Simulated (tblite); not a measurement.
C4H6ClNSi (charge -1 and doublet state).
Atom-mapped SMILES: `[CH3:1]/[C:2](=[CH:3]\[Cl:4])[SiH2:5][C:6]=[N-:7]` (hydrogens: H8, H9, H10 on C1; H11 on C3; H12, H13 on Si5)
Bond orders are those of one Lewis drawing.

Computed with GFN2-xTB (tblite), gas phase: L-BFGS steps from a force-field or distance-geometry start until the largest atomic force falls under 0.01 eV/Å.

Step 46: E = -569.2641 eV
```
atom  x, y, z in Å  |  force x, y, z in eV/Å
C1      0.8388   -1.2750   -0.6114    0.018  -0.018   0.023
C2      0.4338    0.1562   -0.3911    0.096   0.035  -0.030
C3      1.3655    1.1203   -0.2119    0.047   0.008  -0.003
Cl4     3.1080    0.8363   -0.0847   -0.047  -0.009  -0.017
Si5    -1.3591    0.4620    0.0299   -0.081   0.071   0.014
C6     -2.2223    0.1485    1.6405   -0.003  -0.010   0.055
N7     -2.4156   -0.1758    2.7497    0.004   0.009  -0.069
H8      0.2762   -1.6982   -1.4491    0.019  -0.008   0.053
H9      1.9042   -1.3629   -0.8248    0.001   0.010  -0.038
H10     0.6222   -1.8788    0.2718   -0.003  -0.025  -0.007
H11     1.1383    2.1594   -0.0486    0.012  -0.015   0.028
H12    -2.1105   -0.4104   -0.9089   -0.047   0.001  -0.008
H13    -1.5838    1.9190   -0.1791   -0.019  -0.050  -0.001
```

Step 47: E = -569.2649 eV
```
atom  x, y, z in Å  |  force x, y, z in eV/Å
C1      0.8391   -1.2742   -0.6141    0.027  -0.026   0.034
C2      0.4348    0.1572   -0.3933    0.042   0.016  -0.028
C3      1.3652    1.1209   -0.2102    0.043   0.001   0.000
Cl4     3.1056    0.8355   -0.0813   -0.010  -0.013  -0.017
Si5    -1.3597    0.4609    0.0310   -0.041   0.047  -0.006
C6     -2.2289    0.1477    1.6383    0.006   0.003   0.018
N7     -2.4264   -0.1722    2.7476   -0.002  -0.003  -0.037
H8      0.2586   -1.7090   -1.4342    0.030   0.017   0.064
H9      1.9000   -1.3602   -0.8499    0.003   0.011  -0.050
H10     0.6471   -1.8715    0.2793   -0.009  -0.026  -0.005
H11     1.1385    2.1592   -0.0429    0.004  -0.008   0.027
H12    -2.1048   -0.4122   -0.9130   -0.053   0.009   0.002
H13    -1.5735    1.9184   -0.1750   -0.039  -0.031  -0.002
```

Q: Estimate the geometry and energy of step 48. (The exact step hangs on the optimiser's Hessian estimate; all steps are aligned on step 47, rigid shifts and turns removed.)

A: E = -569.2655 eV, largest force 0.060 eV/Å
```
atom  x, y, z in Å  |  force x, y, z in eV/Å
C1      0.8399   -1.2735   -0.6153    0.032  -0.015   0.031
C2      0.4358    0.1585   -0.3957   -0.016  -0.006  -0.016
C3      1.3661    1.1214   -0.2104    0.021  -0.002   0.003
Cl4     3.1037    0.8336   -0.0783    0.030  -0.015  -0.016
Si5    -1.3609    0.4610    0.0317    0.011   0.006  -0.024
C6     -2.2324    0.1476    1.6373    0.009   0.014  -0.015
N7     -2.4339   -0.1702    2.7461   -0.007  -0.013  -0.004
H8      0.2498   -1.7154   -1.4241    0.022   0.026   0.050
H9      1.8976   -1.3578   -0.8655    0.008   0.009  -0.049
H10     0.6619   -1.8675    0.2829   -0.007  -0.024   0.011
H11     1.1396    2.1590   -0.0398    0.000   0.001   0.024
H12    -2.1032   -0.4134   -0.9143   -0.052   0.018   0.010
H13    -1.5685    1.9173   -0.1721   -0.052   0.001  -0.006
```

The energy changes by -0.0006 eV. The first-order estimate −F·Δx gives -0.0008 eV and the mean of the old and new forces, exact on a quadratic surface, -0.0006 eV. The step makes an angle of 80° with the force vector and moves no atom by more than 0.016 Å.

What follows is the cost of the whole relaxation. Hardware: an Arm Neoverse V2 with one thread (shared host). Cost: 0.56 s wall.
